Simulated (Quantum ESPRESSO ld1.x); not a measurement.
Values are calculated unless marked as measured or tabulated.
Tm50+, configuration [Ar] 3d1. Code: ld1.x of Quantum ESPRESSO 7.5. Model: Dirac Kohn-Sham, revPBE, spin-unpolarised, spherical densities, point nucleus; open shells fill j = l - 1/2 first. Some entries of the table are withheld. Estimate them.

orbital  occ.  eigenvalue (hartree)  <1/r> (bohr^-1)
1s1/2       2              -2298.92            79.13
2s1/2       2                   (1)            19.23
2p1/2       2              -470.305              (2)
2p3/2       4              -433.737              (3)
3s1/2       2              -186.034            7.581
3p1/2       2                   (4)            7.503
3p3/2       4                   (5)            6.816
3d3/2       1              -161.625            6.689
3d5/2       0              -159.482            6.522

Answer. 
(1) 2s1/2 eigenvalue (hartree): -486.447
(2) 2p1/2 <1/r> (bohr^-1): 19.15
(3) 2p3/2 <1/r> (bohr^-1): 16.55
(4) 3p1/2 eigenvalue (hartree): -179.803
(5) 3p3/2 eigenvalue (hartree): -170.666
